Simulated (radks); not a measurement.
Effect of the nuclear size on neutral strontium, [Kr] 5s2. All-electron calculation, Dirac Kohn-Sham, relativistic LDA (MacDonald-Vosko exchange, VWN5 correlation), spin-unpolarised, spherical densities, finite nucleus; Fermi nuclear charge, rms radius 4.224 fm. Program: a radial shooting solver on a logarithmic mesh with Libxc functionals. The rms radius is varied about that value; shifts are against it.

[
 {"rms radius (fm)": "3.7044", "total energy shift (eV)": "-0.190", "density at nucleus (e/bohr^3)": "6.106e+04", "1s1/2 shift (meV)": "-80.1", "2s1/2 shift (meV)": "-8.25", "3p1/2 shift (meV)": "0.146", "4s1/2 shift (meV)": "-0.164"},
 {"rms radius (fm)": "3.9325", "total energy shift (eV)": "-0.109", "density at nucleus (e/bohr^3)": "6.074e+04", "1s1/2 shift (meV)": "-46.1", "2s1/2 shift (meV)": "-4.75", "3p1/2 shift (meV)": "0.084", "4s1/2 shift (meV)": "-0.094"},
 {"rms radius (fm)": "4.224", "total energy shift (eV)": "0", "density at nucleus (e/bohr^3)": "6.036e+04", "1s1/2 shift (meV)": "0.000", "2s1/2 shift (meV)": "0.000", "3p1/2 shift (meV)": "0.000", "4s1/2 shift (meV)": "0.000"},
 {"rms radius (fm)": "4.3549", "total energy shift (eV)": "0.0514", "density at nucleus (e/bohr^3)": "6.019e+04", "1s1/2 shift (meV)": "21.7", "2s1/2 shift (meV)": "2.23", "3p1/2 shift (meV)": "-0.040", "4s1/2 shift (meV)": "0.044"},
 {"rms radius (fm)": "4.7647", "total energy shift (eV)": "0.222", "density at nucleus (e/bohr^3)": "5.972e+04", "1s1/2 shift (meV)": "93.4", "2s1/2 shift (meV)": "9.63", "3p1/2 shift (meV)": "-0.170", "4s1/2 shift (meV)": "0.191"}
]

Slopes of the eigenvalues against <r^2> in GHz/fm^2, as finite differences over the two radii next to the reference (eigenvalue slopes, not the field-shift constants of lines): 1s1/2 4680, 2s1/2 483, 3p1/2 -8.54, 4s1/2 9.57.
